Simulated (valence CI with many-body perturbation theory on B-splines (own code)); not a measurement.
## V¹⁷⁺: calculated level list

Computed by configuration interaction combined with many-body perturbation theory (CI+MBPT): four valence electrons over a frozen Dirac-Fock core [He], a basis of 11 s, 11 p, 9 d, 7 f, 5 g, 2 h, 1 i functions for each j, with the one-electron correlation potential Σ1 (screened to all orders), the two-electron term Σ2, the three-electron term Σ3, Breit, model QED; selected single and double excitations, second order for the rest (own B-spline code, finite nucleus).

No measured levels were compared; by estimate levels of excited configurations hold to 0.05 to 0.15 % of their energy, terms of the ground configuration to about 0.5 %.

Levels 91 to 103 of 103, with energies above the lowest level, 2s2.2p2 3P_0. "Leading %" is the weight of the configuration and term that name the level; weights of strongly mixed levels are sums over their largest components and can fall short.

```
No.  Configuration  Term  J  E (× 10³ cm⁻¹)  Leading %      g    Second component
 91      2s.2p2.3d    5P  1          6509.6         89  2.399    5 % 2s.2p2.3d 3P
 92      2s.2p2.3p   3F°  3          6520.3         95  1.090                    
 93      2s.2p2.3d    3F  3          6520.8         92  1.102                    
 94      2s.2p2.3d    3P  0          6525.4         93                           
 95      2s.2p2.3p   1D°  2          6528.9         57  0.926  32 % 2s.2p2.3p 3F°
 96      2s.2p2.3p   3F°  4          6532.7         97  1.254                    
 97      2s.2p2.3p   3D°  1          6535.6         76  0.637  16 % 2s.2p2.3p 1P°
 98      2s.2p2.3s    3P  1          6537.2         51  1.690   41 % 2s.2p2.3s 3S
 99      2s.2p2.3p   1F°  3          6543.9         87  1.036   9 % 2s.2p2.3p 3D°
100      2s.2p2.3p   3D°  2          6546.7         92  1.183   5 % 2s.2p2.3p 3P°
101      2s.2p2.3d    3F  4          6549.3         93  1.253    4 % 2s.2p2.3d 5D
102      2s.2p2.3s    3P  2          6550.6         93  1.485                    
103      2s.2p2.3p   3D°  3          6555.1         90  1.308   8 % 2s.2p2.3p 1F°
```

Names give the largest LS component (configuration and term), which can be under half, so a name can repeat, a term be missing and a line seem to break the LS rules; names also repeat where a configuration has a term twice.
